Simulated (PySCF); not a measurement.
## Correlation energy of V⁺ (vanadium, charge +1)

[Ar] 3d3 4s1, high-spin 5F determinant (an excited configuration). All numbers are calculated (PySCF 2.14, scalar relativity by spin-free X2C-1e, in aug-cc-pVDZ-DK). Frozen: [Ar]; 4 electrons correlated.

```json
{"level": "CCSD", "correlation energy (mhartree)": "-26.58"}
{"level": "(T)", "correlation energy (mhartree)": "-0.21"}
{"level": "CCSD(T)", "correlation energy (mhartree)": "-26.79"}
```

Diagnostics: T1 = 0.0074, D1 = 0.0105, largest double amplitude 0.030.

Cost of the coupled-cluster step: of the order of 3 core-seconds, for 4 correlated electrons.
